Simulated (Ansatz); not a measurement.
Compare A (`C=[CH][Al]([F])[SiH3]`) with its isomer B (`F[CH]1[CH2][Al]1[SiH3]`).

Program: Ansatz. Geometries: PBE0-D4/def2-TZVP. ΔE: electronic, gas phase. CCSD(T)/CBS adds triple-zeta CCSD(T) − MP2 to the extrapolated MP2 energy (def2 sets, frozen cores). Functionals use def2-TZVPP. B3LYP here is the variant with VWN-RPA as its local correlation; programs differ in this. One conformer a species, not always the lowest.

**Question.** Which is lower in electronic energy at CCSD(T)/CBS, and by how much? (Best estimate.)

**Answer.** Computed: A, by 86.1 kcal/mol.

**Question.** Give E(B) − E(A) in kcal/mol with B3LYP-D4, HF/def2-TZVPP, MP2/def2-TZVPP, B3LYP, PBE-D4, CCSD/def2-TZVPP, PBE0-D4. (Estimate.)

**Answer.** Computed: B3LYP-D4 84.7, HF/def2-TZVPP 93.5, MP2/def2-TZVPP 86.4, B3LYP 84.0, PBE-D4 75.7, CCSD/def2-TZVPP 86.7, PBE0-D4 78.1. None reverses the order clearly.

Largest T1 diagnostic: 0.014.

In def2-TZVPP, CCSD(T) changes the Hartree–Fock value by −7.8 kcal/mol (the triples alone add −1.0 kcal/mol) and MP2 by −7.1 kcal/mol. From PBE to PBE0 (25 % exact exchange), in def2-TZVPP and without D4, E(B) − E(A) moves by +2.4 kcal/mol.
